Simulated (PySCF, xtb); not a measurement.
C2H5BrTe, SMILES Br[Te]CC. Other conformers were not sampled.

Harmonic wavenumbers (cm⁻¹) from GFN2-xTB run with xtb at its own minimum, in rising order: 61, 116, 243, 258, 271, 517, 729, 977, 1011, 1078, 1229, 1239, 1419, 1456, 1491, 1501, 2995, 3007, 3012, 3020, 3025.

Q: What does B3LYP-D3(BJ)/def2-SVP (PySCF 2.14.0) give at its own minimum? (An estimate is asked for; the answer gives what the named calculation found.)

A: 68, 116, 244, 257, 269, 481, 711, 960, 978, 1060, 1213, 1244, 1394, 1435, 1462, 1475, 3025, 3054, 3104, 3123, 3141. Paired by order, the mean absolute difference is 31 cm⁻¹ and the zero-point energies are 41.0 and 41.2 kcal/mol.
